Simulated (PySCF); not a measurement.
Structure problem from calculated spectra and properties.

Formula: C4H14Si4.

| Quantity | Value |
| --- | --- |
| UV, strongest line | among the 10 lowest singlet transitions: S9 at 7.13 eV (174 nm, f = 0.231) [TDDFT wB97X-D/def2-SVPD] |
| Rotational structure | rotational constants A, B, C: 1.244, 0.545, 0.476 GHz [PBE0-D3(BJ)/def2-SVP] |
| NMR, other nuclei | isotropic shieldings of nuclei other than C and H, by class: 409 (1 Si), 458 (1 Si), 467 (1 Si), 468 (1 Si) ppm [GIAO PBE0/pcSseg-1] |
| 1H NMR | chemical shifts (computed TMS as zero) by class: 4.37 (1 H), 3.67 (3 H), 3.64 (1 H), 3.57 (1 H), 3.49 (1 H), 3.42 (1 H), 2.45 (1 H), 1.14 (1 H), 1.00 (3 H), 0.76 (1 H) ppm [GIAO PBE0/pcSseg-1] |
| 13C NMR | chemical shifts (computed TMS as zero) by class: 107.8 (1 C), 85.9 (1 C), 10.0 (1 C), 7.8 (1 C) ppm [GIAO PBE0/pcSseg-1] |
| Polarisability | 165.0 au [wB97X-D/def2-SVPD] |
| Triplet | lowest triplet excitation (Tamm–Dancoff): 4.93 eV [TDA wB97X-D/def2-SVPD] |
| Valence photoelectron | vertical ionisation energy: 9.18 eV [ΔSCF wB97X-D/def2-SVPD] |
| Dipole | 1.06 D [wB97X-D/def2-SVPD] |
| UV, first state | lowest singlet excitation: 5.85 eV (212 nm, f = 0.005) [TDDFT wB97X-D/def2-SVPD] |

The electronic properties come from PySCF, for the isolated species, density fitting. Levels stand in brackets. The structure is a single PBE0-D3(BJ)/def2-SVP conformer in the gas phase; no vibrational or solvent corrections. Each NMR value is the plain mean over a class of atoms that symmetry, rotation or inversion makes alike.

Q: What is the compound? Reason from the data.

A: Numbering: `[CH:1]#[C:2][Si@H:3]([CH2:4][CH3:5])[SiH2:6][SiH2:7][SiH3:8]`. Its formula, C4H14Si4, gives 2 degrees of unsaturation: 0 rings and 2 π bonds in the structure found. 4 carbons fall into 4 classes; from least to most shielded: terminal alkyne carbon [C1] (107.8 ppm), alkyne carbon [C2] (85.9 ppm), methyl carbon [C5] (10.0 ppm), sp3 carbon bound to silicon [C4] (7.8 ppm). Hydrogen classes from least to most shielded: 1 H on an SiH silicon, Si3 (4.37 ppm), 3 H on an SiH3 silicon, Si8 (3.67 ppm), 1 H on an SiH2 silicon, Si7 (3.64 ppm), 1 H on an SiH2 silicon, Si7 (3.57 ppm), 1 H on an SiH2 silicon, Si6 (3.49 ppm), 1 H on an SiH2 silicon, Si6 (3.42 ppm), 1 H on a terminal alkyne carbon, C1 (2.45 ppm), 1 H on an sp3 carbon bound to silicon, C4 (1.14 ppm), 3 H on a methyl carbon, C5 (1.00 ppm, a mean of values up to 0.6 ppm apart in this geometry), 1 H on an sp3 carbon bound to silicon, C4 (0.76 ppm). The other shieldings belong to: 409 ppm, SiH silicon [Si3]; 458 ppm, SiH3 silicon [Si8]; 467 ppm, SiH2 silicon [Si6]; 468 ppm, SiH2 silicon [Si7]. The first electron is taken from the HOMO, whose largest Löwdin shares are 0.26 on an SiH2 silicon, 0.18 on the SiH silicon, 0.12 on an SiH2 silicon and 0.10 on the alkyne carbon. The optimised geometry has point group C1 and is an asymmetric top. Structure: `C#C[Si@H](CC)[SiH2][SiH2][SiH3]`. Computed isomers that give other values at the same levels: `CC#C[Si@H](C)[SiH]([SiH3])[SiH3]` (13C chemical shifts (computed TMS as zero) by class: 118.1 (1 C), 82.6 (1 C), 6.1 (1 C), -2.9 (1 C) ppm); `CC#C[SiH2][Si@@H](C)[SiH2][SiH3]` (13C chemical shifts (computed TMS as zero) by class: 117.7 (1 C), 77.3 (1 C), 6.2 (1 C), -8.4 (1 C) ppm); `C[Si@H]1[SiH2][Si@@H](C2CC2)[SiH2]1` (13C chemical shifts (computed TMS as zero) by class: 6.5 (2 C), -7.2 (1 C), -8.1 (1 C) ppm). The assignments are read from this structure; whether some other isomer fits the data as well wasn't checked. The mirror image fits equally.

Conformer computed: `[CH:1]#[C:2][Si@H:3]([CH2:4][CH3:5])[SiH2:6][SiH2:7][SiH3:8]`: C2–Si3–C4–C5 -178°, C2–Si3–Si6–Si7 -46°, Si3–Si6–Si7–Si8 -48°.
